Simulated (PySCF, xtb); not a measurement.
SeFBr, SMILES Br[Se]F.

Harmonic wavenumbers (cm⁻¹) from GFN2-xTB (xtb) at its own minimum, in rising order: 162, 295, 485.

Question: What does ωB97X-D3(BJ)/def2-TZVP run with PySCF 2.14.0 give at its own minimum? (An estimate is asked for; the answer gives what the named calculation found.)

Answer: 192, 337, 688. Paired by order, the mean absolute difference is 92 cm⁻¹ and the zero-point energies are 1.3 and 1.7 kcal/mol.
